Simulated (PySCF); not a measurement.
`C#CC/C=C/C1CC1`: 4 charge schemes on one density

C8H10.
Structure used (GFN2-xTB), in Å, numbered top down from 1:
```
atom  x, y, z in Å
C1     3.981   -1.078   -0.574
C2     3.141   -0.495    0.047
C3     2.104    0.221    0.768
C4     0.948    0.525   -0.140
C5    -0.291    0.104    0.068
C6    -1.426    0.396   -0.818
C7    -2.795    0.607   -0.223
C8    -2.508   -0.637   -0.997
H9     4.722   -1.595   -1.106
H10    2.531    1.155    1.151
H11    1.773   -0.382    1.618
H12    1.187    1.116   -1.014
H13   -0.522   -0.494    0.941
H14   -1.172    0.994   -1.685
H15   -3.431    1.357   -0.665
H16   -2.895    0.529    0.849
H17   -2.412   -1.565   -0.454
H18   -2.945   -0.750   -1.977
```

Density: PBE0/pcSseg-1 (PySCF); schemes: Mulliken, IAO, Hirshfeld and ESP-fitted. One conformer (not necessarily the lowest) at the GFN2-xTB geometry, without solvent, vibrations or thermal averaging.

**Question.** Atoms with like bonding are taken together and averaged. At which atom do the 4 schemes differ most?

**Answer.** At C1: from -0.569 (ESP-fitted) to -0.132 e (Hirshfeld), 0.437 e apart.

**Question.** Do the Mulliken, IAO, Hirshfeld and ESP-fitted schemes agree on where the charge is lowest?

**Answer.** The schemes don't all agree: Mulliken C1 (-0.356); IAO C7/C8 (-0.291); Hirshfeld C1 (-0.132); ESP-fitted C1 (-0.569).

**Question.** Give the atomic charges in each scheme.

**Answer.** In e; atoms taken as equivalent share a row and are averaged (×n: the atom named and its like, n in all):

```json
{"atom": "C1", "environment": "terminal alkyne carbon", "Mulliken": "-0.356", "IAO": "-0.260", "Hirshfeld": "-0.132", "ESP-fitted": "-0.569"}
{"atom": "C2", "environment": "alkyne carbon", "Mulliken": "+0.153", "IAO": "-0.019", "Hirshfeld": "-0.041", "ESP-fitted": "+0.142"}
{"atom": "C3", "environment": "allylic carbon", "Mulliken": "-0.115", "IAO": "-0.274", "Hirshfeld": "-0.052", "ESP-fitted": "-0.144"}
{"atom": "C4", "environment": "alkene CH carbon", "Mulliken": "-0.176", "IAO": "-0.153", "Hirshfeld": "-0.050", "ESP-fitted": "-0.073"}
{"atom": "C5", "environment": "alkene CH carbon", "Mulliken": "-0.026", "IAO": "-0.138", "Hirshfeld": "-0.044", "ESP-fitted": "-0.380"}
{"atom": "C6", "environment": "allylic carbon", "Mulliken": "-0.278", "IAO": "-0.130", "Hirshfeld": "-0.039", "ESP-fitted": "+0.010"}
{"atom": "C7/C8", "environment": "three-membered-ring carbon", "Mulliken": "-0.184", "IAO": "-0.291", "Hirshfeld": "-0.088", "ESP-fitted": "-0.326"}
{"atom": "H9", "environment": "alkyne hydrogen", "Mulliken": "+0.040", "IAO": "+0.198", "Hirshfeld": "+0.087", "ESP-fitted": "+0.340"}
{"atom": "H10/H11", "environment": "methylene hydrogen", "Mulliken": "+0.155", "IAO": "+0.167", "Hirshfeld": "+0.058", "ESP-fitted": "+0.104"}
{"atom": "H12", "environment": "vinylic hydrogen", "Mulliken": "+0.104", "IAO": "+0.143", "Hirshfeld": "+0.043", "ESP-fitted": "+0.133"}
{"atom": "H13", "environment": "vinylic hydrogen", "Mulliken": "+0.085", "IAO": "+0.133", "Hirshfeld": "+0.045", "ESP-fitted": "+0.249"}
{"atom": "H14", "environment": "methine hydrogen", "Mulliken": "+0.109", "IAO": "+0.146", "Hirshfeld": "+0.049", "ESP-fitted": "+0.131"}
{"atom": "H15/H18", "environment": "methylene hydrogen", "Mulliken": "+0.132", "IAO": "+0.152", "Hirshfeld": "+0.049", "ESP-fitted": "+0.151"}
{"atom": "H16/H17", "environment": "methylene hydrogen", "Mulliken": "+0.127", "IAO": "+0.148", "Hirshfeld": "+0.047", "ESP-fitted": "+0.151"}
```

Mean size of the charges over all atoms: ESP-fitted 0.202 e, IAO 0.173 e, Mulliken 0.147 e, Hirshfeld 0.059 e. Each set sums to the total charge, 0, to within 0.001 e. The Hirshfeld scheme weights the molecular density at each point by an atom's share of the summed free-atom densities. The Mulliken scheme counts on each atom the diagonal of the density matrix times the overlap matrix over that atom's basis functions.

Some averages cover members that differ in this geometry: C7/C8, ESP-fitted -0.372 to -0.279 e.

**Question.** How closely do the schemes follow one another over all atoms?

**Answer.** Correlation coefficient and root-mean-square difference: IAO with Hirshfeld 0.96, 0.125 e; Hirshfeld with ESP-fitted 0.89, 0.188 e; IAO with ESP-fitted 0.87, 0.123 e; Mulliken with IAO 0.87, 0.092 e; Mulliken with Hirshfeld 0.85, 0.116 e; Mulliken with ESP-fitted 0.77, 0.155 e.

**Question.** Sum the charges by element.

**Answer.** 
| element | atoms | Mulliken | IAO | Hirshfeld | ESP-fitted |
| --- | --- | --- | --- | --- | --- |
| C | 8 | -1.167 | -1.555 | -0.533 | -1.666 |
| H | 10 | +1.167 | +1.555 | +0.533 | +1.666 |
